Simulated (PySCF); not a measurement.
## Structure elucidation problem

An unknown has the formula C6H9B. Its calculated NMR data are:

1H NMR (400 MHz, computed): δ 6.75 (m, 3H), 6.50 (m, 3H), 6.49 (m, 3H).

13C{1H} NMR (computed): δ 150.6 (CH2), 146.4 (CH).

Rapidly exchanging positions averaged, isolated molecule, non-relativistic Hamiltonian, one conformer. HF/pcSseg-1 with gauge-including orbitals; B3LYP/pcJ-1 coupling constants (spin–dipole term only in couplings to heteroatoms); structure optimised with PBE0-D3(BJ)/def2-SVP; PySCF 2.14.

δ = σ(ref) − σ, references computed at the same level: 1H (σ = 31.69 ppm) and 13C (σ = 190.85 ppm) against TMS.

**Question.** What is the structure?

**Answer.** 
2 carbon signals for 6 carbons: some carbons are equivalent by symmetry or fast rotation. Carbon types of the structure: 3 × CH, 3 × CH2, which accounts for all hydrogens. δC 150.6: terminal =CH2 carbon; an sp2 carbon of a C=C bond. δC 146.4: alkene CH; the olefinic region. δH 6.75: hydrogen on an alkene CH; a vinylic proton, deshielded by the sp2 carbon and the C=C anisotropy. δH 6.50, 6.49: hydrogen on a terminal =CH2 carbon; a vinylic proton, deshielded by the sp2 carbon and the C=C anisotropy.

The compound is SMILES C=CB(C=C)C=C.

The shifts were computed for this structure.

A carbon bonded to boron is broadened by the quadrupolar boron nucleus and is often missing from a measured spectrum. Multiplet labels drop couplings under 1 Hz and merge nearly equal ones. Unscaled 3J(H,H) at this level run about 10 % above measured values. Shifts are as computed. Against solution values, carbons near 30 ppm lie about -0 ppm off and those near 130 ppm about +7 ppm. Of 1211 compounds with measured shifts, 218 miss one by over three times the rms of a fit or turn the order of signals round; such compounds aren't used in these exercises.
